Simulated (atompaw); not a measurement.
# strontium: PAW (atompaw) pseudisation with LDA (PW92), scalar-relativistic reference atom.

Input for atompaw 4.2.0.5:

```
Sr 38
LDA-PW scalarrelativistic loggrid 1500 logderivrange -4 5 226
5 5 4 0 0 0
5 1 0
4 2 0
0 0 0
c
c
c
c
v
c
c
v
v
c
v
3
3.00 2.25 2.75 2.00
y
0.25
n
n
y
5.15
n
y
0.1
y
0.85
n
custom polynom2 7 10 vanderbiltortho sinc
bessel
3.00
3.00
2.00
2.30
3.00
3.00
3.00
3.00
PWSCFOUT
UPFDX 0.0125d0 UPFXMIN -7.d0 UPFZMESH 38.d0
END
```

Command:

```bash
atompaw < Sr.input > Sr.log
```

Output (summary file):

```
Completed calculations for Sr (AE)

 Exchange-correlation type: LDA, Perdew-Wang correlation

 Radial integration grid is logarithmic
 r0 =   2.2442991E-04 h =   8.5283366E-03   n =      1500 rmax =   8.0000000E+01

 Scalar relativistic calculation

 AEatom converged in  33 iterations
   nz     =  38.00
   delta  =       1.123838896791E-14

 All Electron Orbital energies:
  n  l      occupancy      energy
  1  0      2.0000000E+00 -1.1695767E+03
  2  0      2.0000000E+00 -1.5840023E+02
  3  0      2.0000000E+00 -2.4453025E+01
  4  0      2.0000000E+00 -3.0074656E+00
  5  0      2.0000000E+00 -2.6763830E-01
  2  1      6.0000000E+00 -1.4086950E+02
  3  1      6.0000000E+00 -1.8796785E+01
  4  1      6.0000000E+00 -1.6801745E+00
  5  1      0.0000000E+00 -9.6923641E-02
  3  2      1.0000000E+01 -9.4246644E+00
  4  2      0.0000000E+00 -1.0307224E-01

 Total energy
   Total                    :    -6351.63200864190821

 ---
 Completed calculations for Sr (SC)

 Exchange-correlation type: LDA, Perdew-Wang correlation

 Radial integration grid is logarithmic
 r0 =   2.2442991E-04 h =   8.5283366E-03   n =      1500 rmax =   8.0000000E+01

 Scalar relativistic calculation

 SCatom converged in   3 iterations
   nz     =  38.00
   delta  =       2.146889708559E-18

 Valence Electron Orbital energies:
  n  l      occupancy      energy
   5  0      2.0000000E+00 -2.6763830E-01
   4  1      6.0000000E+00 -1.6801745E+00
   5  1      0.0000000E+00 -9.6923641E-02
   4  2      0.0000000E+00 -1.0307224E-01

 Total energy
   Total                    :    -6351.63200864191003
   Valence                  :     -230.69224148912610

 PAW parameters:
       lmax =            3
         rc =    2.9997982665051386
        irc =         1115
   rc_shape =    2.2638923647224951
    rc_vloc =    2.7545525498498868
    rc_core =    2.0090788489114697
   Vloc: truncated form - Vps(r)=A.sin(qr)/r for r<rc
   Projector type: improved polynomial pseudization + Vanderbilt ortho.
   Sinc^2 compensation charge shape zeroed at   2.2639E+00

 Number of basis functions     8
 No.   n  nodes  l      Energy         Cp coeff         Occ
  1    5    4    0   -0.2676383E+00  0.4929931E+03  0.2000000E+01
  2  999    5    0    0.2500000E+00  0.6488711E+02  0.0000000E+00
  3    4    2    1   -0.1680175E+01  0.4056732E+01  0.6000000E+01
  4    5    3    1   -0.9692364E-01  0.2542310E+03  0.0000000E+00
  5    4    1    2   -0.1030722E+00 -0.1697662E+02  0.0000000E+00
  6  999    2    2    0.5150000E+01  0.1055334E-02  0.0000000E+00
  7  999    0    3    0.1000000E+00 -0.3443112E+04  0.0000000E+00
  8  999    1    3    0.8500000E+00 -0.1463780E+04  0.0000000E+00

 Eigenvalues of overlap operator (in the basis of projectors):
    1        9.18899349E-04
    2        5.06114217E-01
    3        5.94474304E-01
    4        1.17719719E+00
    5        1.30275527E+03
    6        2.99560131E+03
    7        1.15112910E+04
    8        4.28380761E+04

 Orbital leakage outside PAW augmentation regions
   orb  is_core?  %out_of_sphere
   1 0    T           0.00
   2 0    T           0.00
   3 0    T           0.00
   4 0    T           0.51
   5 0    F          80.53
   2 1    T           0.00
   3 1    T           0.00
   4 1    F           2.46
   5 1    F          94.15
   3 2    T           0.00
   4 2    F          51.10

 Summary of PAW energies
   Total valence energy     :   -230.69223657183852
   Smooth energy            :     28.05818809808103
   One center               :   -258.75042466991954
   Smooth kinetic           :     14.80980912882932
   Vloc energy              :     12.81254817022726
   Smooth exch-corr         :     -7.78786873531618
   One-center xc            :   -194.60303600642868
```

The run took about 7.8 s on one core of a shared server CPU.
